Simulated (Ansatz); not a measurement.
## Pulling the pair apart

The pair of Ag⁺ (SMILES [Ag+], atom 1) and H2S (SMILES S, atoms 2–4), both closed shells, in one local arrangement (a lower one may exist), relaxed at PBE0-D4/def2-TZVP:

```json
{"atom": "Ag1", "x (Å)": "-0.1463", "y (Å)": "-0.0904", "z (Å)": "-1.9669"}
{"atom": "S2", "x (Å)": "0.1586", "y (Å)": "-0.5276", "z (Å)": "0.4146"}
{"atom": "H3", "x (Å)": "-0.9570", "y (Å)": "0.0868", "z (Å)": "0.8571"}
{"atom": "H4", "x (Å)": "0.9446", "y (Å)": "0.5313", "z (Å)": "0.6952"}
```

H2S is shifted rigidly along the line between the mean atom positions of the two fragments (negative: closer). Counterpoise interaction energies in kJ/mol. Computed with Ansatz 0.2.0 (basis: def2-TZVPPD); correlated methods freeze the cores. Filled d shells of the heavier atoms are correlated. Core potentials replace the inner electrons of the atoms past krypton. B3LYP uses VWN-RPA correlation.

| shift (Å) | r2SCAN-D4 | B3LYP-D4 | PBE0-D4 |
| --- | --- | --- | --- |
| -0.24 | -161.5 | -136.1 | -140.0 |
| -0.12 | -175.9 | -156.1 | -157.4 |
| 0.00 | -178.1 | -162.8 | -161.9 |
| 0.12 | -173.0 | -161.4 | -158.7 |
| 0.29 | -159.7 | -151.8 | -147.3 |
| 0.61 | -129.1 | -126.5 | -119.4 |
| 1.22 | -78.9 | -78.4 | -71.0 |
| 2.44 | -33.8 | -30.7 | -25.3 |

Question: What does CCSD(T) give at these shifts? (An estimate is asked for; the value comes from the calculation.)

Answer: Computed: -103.4, -124.7, -132.2, -131.4, -122.4, -97.1, -54.1, -18.1 kJ/mol. For zero shift, CCSD(T) at an estimated basis limit (MP2 extrapolated from triple and quadruple zeta, plus CCSD(T) − MP2 in triple zeta) gives -151.6 kJ/mol. These are counterpoise interaction energies, counted from the two frozen fragments.

T1 diagnostic: at most 0.014.

For scale, one of the runs: CCSD(T)/def2-TZVPPD, 141 basis functions, launched by `ansatz run in.yaml --threads 2 --pin off --events-out ev --progress --plain --max-ram 5222MiB`. The run took 10 s on 2 CPU threads of an Arm Neoverse V1 (shared host), with 0.66 GiB of host memory at its peak.
